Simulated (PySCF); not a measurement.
2-methylazaborolidine (C4H10BN), SMILES CB1CCCN1.

Coordinates come from a PBE0-D3(BJ)/def2-SVP optimisation. The values are those of a single conformer.

Two levels are set side by side: PBE/def2-TZVP (PySCF) and HF/def2-TZVP (PySCF). Same geometry, gas phase. Differences are taken from unrounded values.

```json
[
 {"quantity": "orbital gap (eV)", "HF": "13.50"},
 {"quantity": "highest occupied level (eV)", "HF": "-10.35"},
 {"quantity": "lowest empty level (eV)", "HF": "3.15"},
 {"quantity": "dipole moment (D)", "HF": "0.94"},
 {"quantity": "mean polarisability (bohr³)", "HF": "63.1"}
]
```

**Question.** What does PBE give, and how far is it from HF? (An estimate is asked for; the answer gives what the named calculation found.)

**Answer.** 
| quantity | PBE | PBE minus HF |
|---|---|---|
| orbital gap (eV) | 6.04 | -7.47 |
| highest occupied level (eV) | -5.91 | 4.44 |
| lowest empty level (eV) | 0.12 | -3.03 |
| dipole moment (D) | 1.11 | 0.17 |
| mean polarisability (bohr³) | 70.2 | 7.0 |

Without exact exchange PBE keeps part of each electron's self-repulsion, which lifts occupied levels and narrows the gap. PBE's more diffuse valence density responds more strongly to a field. Differences between two approximate levels are no errors against the true value.

Rough cost on one machine, each run with all the roots and properties that it gave: HF against PBE about 1/3.
